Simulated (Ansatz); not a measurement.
Breaking the Sn1–H3 bond in GeH6Sn (SMILES [GeH3][SnH3]) (multiplicity 1 held, fragments rigid). Energies count from the point at 1.712 Å.
Geometry at that point (charge 0, multiplicity 1):
```xyz
8

Sn    -1.0322     0.1022    -0.0172
Ge     1.5684    -0.1553     0.0261
H     -1.7216    -0.9461    -1.1826
H     -1.4714     1.7097    -0.4116
H     -1.7003    -0.2790     1.5128
H      1.9614    -1.6007     0.3808
H      2.1864     0.7877     1.0741
H      2.1673     0.1877    -1.3498
```

R- and RO- levels are restricted; in cc, def2 and unpolarised 6-31G sets they are followed outwards from rest. U- levels take the lowest unrestricted solution at each point, which mixes spins at long bonds. Curves can end on different states.

Cores are frozen in the correlated methods. Filled d and f shells under p-block atoms count as core.

The values were computed with Ansatz (a first-principles code).  In def2 rows elements past Kr take small-core potentials, without spin–orbit coupling.

Task: One of these levels gives 57.98 kcal/mol for the energy at R = 5.480 Å. Which one is it?
A) U-HF/def2-SVP
B) U-MP2/def2-SVP
C) R-SCS-MP2/def2-SVP

Result: A, U-HF/def2-SVP. The others give 70.33 (U-MP2/def2-SVP), 88.72 (R-SCS-MP2/def2-SVP)

Doubts at one or more of the structures used: a spin-contaminated determinant (U-HF/def2-SVP, U-MP2/def2-SVP); a restricted determinant that unrestricted orbitals would lower (R-SCS-MP2/def2-SVP).
